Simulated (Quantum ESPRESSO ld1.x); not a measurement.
Question: The table gives one normalised radial function P(r) = r R(r) (large component) of Lu18+ in [Kr] 4d10 4f5 5p2 (r in bohr). All-electron calculation, Dirac Kohn-Sham, PBEsol, spin-unpolarised, spherical densities, point nucleus; open shells fill j = l - 1/2 first. Program: ld1.x of Quantum ESPRESSO 7.5.

r	P
0.001373	0.1809
0.002048	0.2408
0.003056	0.3113
0.004559	0.3842
0.006801	0.4386
0.01007	0.4360
0.01502	0.3186
0.0224	0.0335
0.03342	-0.3858
0.04985	-0.6961
0.07437	-0.4591
0.1109	0.4426
0.1642	1.0374
0.245	0.0798
0.3654	-1.5107
0.5452	-1.4944
0.8133	-0.4866
1.213	-0.0463
1.81	-0.0008
2.679	0.0000

Which n and l does it have? It may be an empty orbital.

Answer: n = 4, l = 0: the number of nodes gives n - l - 1 = 3, the rise at small r points to l (this Dirac orbital starts as r^gamma with gamma = sqrt((l + 1)^2 - (Z/c)^2) = 0.86; the j = 1/2 orbital of l + 1 starts with the same power, but with a smaller coefficient, and then steepens), and the extent must fit the shell. The curve is that of 4s1/2. 4s1/2: eigenvalue -948.11 eV, 3 radial nodes at r = 0.0232, 0.0932, 0.250 bohr, <r> = 0.465 bohr, 90 % of the charge inside 0.665 bohr.
